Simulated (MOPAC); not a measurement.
Job for MOPAC: AM1 on AsBH6 (a complex), monomers drawn apart or pushed together.

```
AM1 1SCF PRECISE CHARGE=0 THREADS=1
AsBH6

B     -0.00516141 1    -0.05976899 1     0.62956386 1
H     -0.86617620 1     0.77755847 1     0.57872414 1
H     -0.35291625 1    -1.18244247 1     0.37704423 1
H      1.06645547 1     0.26575107 1     0.19284969 1
As     0.43197203 1    -0.18928641 1     2.99042222 1
H     -0.69008733 1    -0.57918512 1     3.92221960 1
H      0.90466133 1     1.04687513 1     3.71689539 1
H      1.48033147 1    -1.15451386 1     3.48900372 1
```

Program output:

```
*******************************************************************************
 **                                                                           **
 **                              MOPAC v23.2.5                                **
 **                                                                           **
 *******************************************************************************
 ** MOPAC's Digital Object Identifier: https://doi.org/10.5281/zenodo.6511958 **
 **                                                                           **
 ** Please cite the open-source release paper for use of this MOPAC version:  **
 ** J. E. Moussa and J. J. P. Stewart (2026)                                  **
 ** MOPAC: An open-source semiempirical molecular orbital program             **
 ** J. Open Source Softw., 11(119), 8025, https://doi.org/10.21105/joss.08025 **
 *******************************************************************************

                              AM1 CALCULATION RESULTS

 *******************************************************************************
 *  AM1        - The AM1 Hamiltonian to be used
 *
 *
 *
 *                 CHARGE ON SYSTEM = 0
 *
 *
 *
 *  PRECISE    - TIGHTER CRITERIA TO BE USED
 *  1SCF       - DO 1 SCF AND THEN STOP
 *  THREADS=1  - MULTI-THREADING NOT USED
 *  T=         - A TIME OF 172800.0 SECONDS REQUESTED
 *  DUMP=N     - RESTART FILE WRITTEN EVERY 7200.0 SECONDS REQUESTED
 *******************************************************************************
AM1 1SCF PRECISE CHARGE=0 THREADS=1
 AsBH6

   ATOM   CHEMICAL          X               Y               Z
  NUMBER   SYMBOL      (ANGSTROMS)     (ANGSTROMS)     (ANGSTROMS)

     1       B         -0.00516141  *  -0.05976899  *   0.62956386  *
     2       H         -0.86617620  *   0.77755847  *   0.57872414  *
     3       H         -0.35291625  *  -1.18244247  *   0.37704423  *
     4       H          1.06645547  *   0.26575107  *   0.19284969  *
     5      As          0.43197203  *  -0.18928641  *   2.99042222  *
     6       H         -0.69008733  *  -0.57918512  *   3.92221960  *
     7       H          0.90466133  *   1.04687513  *   3.71689539  *
     8       H          1.48033147  *  -1.15451386  *   3.48900372  *



          CARTESIAN COORDINATES

    NO.       ATOM           X           Y           Z

     1         B         -0.0052     -0.0598      0.6296
     2         H         -0.8662      0.7776      0.5787
     3         H         -0.3529     -1.1824      0.3770
     4         H          1.0665      0.2658      0.1928
     5        As          0.4320     -0.1893      2.9904
     6         H         -0.6901     -0.5792      3.9222
     7         H          0.9047      1.0469      3.7169
     8         H          1.4803     -1.1545      3.4890

  H: (AM1): M.J.S. DEWAR ET AL, J. AM. CHEM. SOC. 107 3902-3909 (1985)
  B: (AM1): M.J.S. DEWAR ET AL, ORGANOMETALLICS, 7, 513-521 (1988)
 As: (AM1): J. J. P. STEWART, J. MOL. MOD., 10, 155-164 (2004)

           Empirical Formula: H6 B As  =     8 atoms



      MOLECULAR POINT GROUP   :   C3v


      RHF CALCULATION, NO. OF DOUBLY OCCUPIED LEVELS = 7


 -------------------------------------------------------------------------------
 AM1 1SCF PRECISE CHARGE=0 THREADS=1
 AsBH6



     1SCF WAS SPECIFIED, SO BFGS WAS NOT USED
     SCF FIELD WAS ACHIEVED


                              AM1 CALCULATION
                                                       MOPAC v23.2.5 Linux




          FINAL HEAT OF FORMATION =         30.12379 KCAL/MOL =     126.03792 KJ/MOL


          COSMO AREA              =         98.22 SQUARE ANGSTROMS
          COSMO VOLUME            =         80.75 CUBIC ANGSTROMS

          IONIZATION POTENTIAL    =         10.860522 EV
          HOMO LUMO ENERGIES (EV) =        -10.861 -0.192
          NO. OF FILLED LEVELS    =          7
          MOLECULAR WEIGHT        =         91.7790         POINT GROUP:  C3v

          MOLECULAR DIMENSIONS (Angstroms)

            Atom       Atom       Distance
            H     8    H     2     4.20817
            H     4    H     6     3.70903
            H     3    H     7     3.51292


          SCF CALCULATIONS        =          1





   ATOM   CHEMICAL          X               Y               Z
  NUMBER   SYMBOL      (ANGSTROMS)     (ANGSTROMS)     (ANGSTROMS)

     1       B         -0.00516141  *  -0.05976899  *   0.62956386  *
     2       H         -0.86617620  *   0.77755847  *   0.57872414  *
     3       H         -0.35291625  *  -1.18244247  *   0.37704423  *
     4       H          1.06645547  *   0.26575107  *   0.19284969  *
     5      As          0.43197203  *  -0.18928641  *   2.99042222  *
     6       H         -0.69008733  *  -0.57918512  *   3.92221960  *
     7       H          0.90466133  *   1.04687513  *   3.71689539  *
     8       H          1.48033147  *  -1.15451386  *   3.48900372  *

                             CARTESIAN COORDINATES

   1    B       -0.005161410    -0.059768990     0.629563860
   2    H       -0.866176200     0.777558470     0.578724140
   3    H       -0.352916250    -1.182442470     0.377044230
   4    H        1.066455470     0.265751070     0.192849690
   5   As        0.431972030    -0.189286410     2.990422220
   6    H       -0.690087330    -0.579185120     3.922219600
   7    H        0.904661330     1.046875130     3.716895390
   8    H        1.480331470    -1.154513860     3.489003720


           Empirical Formula: H6 B As  =     8 atoms



      MOLECULAR POINT GROUP   :   C3v


                  EIGENVALUES
 -22.00429 -20.22253 -13.27790 -13.27782 -11.11658 -11.11634 -10.86052  -0.19172
   1.37719   1.37724   2.13938   4.11133   5.99962   5.99989


              NET ATOMIC CHARGES AND DIPOLE CONTRIBUTIONS

  ATOM NO.   TYPE          CHARGE      No. of ELECS.   s-Pop       p-Pop
    1          B           0.135155        2.8648     1.25017     1.61467
    2          H          -0.087184        1.0872     1.08718
    3          H          -0.087228        1.0872     1.08723
    4          H          -0.087179        1.0872     1.08718
    5         As           0.503940        4.4961     1.75706     2.73900
    6          H          -0.125831        1.1258     1.12583
    7          H          -0.125852        1.1259     1.12585
    8          H          -0.125822        1.1258     1.12582
 DIPOLE           X         Y         Z       TOTAL
 POINT-CHG.     0.082    -0.024     0.440     0.448
 HYBRID         0.436    -0.130     2.357     2.400
 SUM            0.518    -0.153     2.797     2.848


          ATOMIC ORBITAL ELECTRON POPULATIONS

     Atom    s        px        py        pz
    1  B   1.25017   0.71823   0.73634   0.16010
    2  H   1.08718
    3  H   1.08723
    4  H   1.08718
    5 As   1.75706   0.85490   0.84908   1.03503
    6  H   1.12583
    7  H   1.12585
    8  H   1.12582

 **********************
 *                    *
 * JOB ENDED NORMALLY *
 *                    *
 **********************




 == MOPAC DONE ==
```

The run finished.

Cost: roughly 0.020 core-seconds.
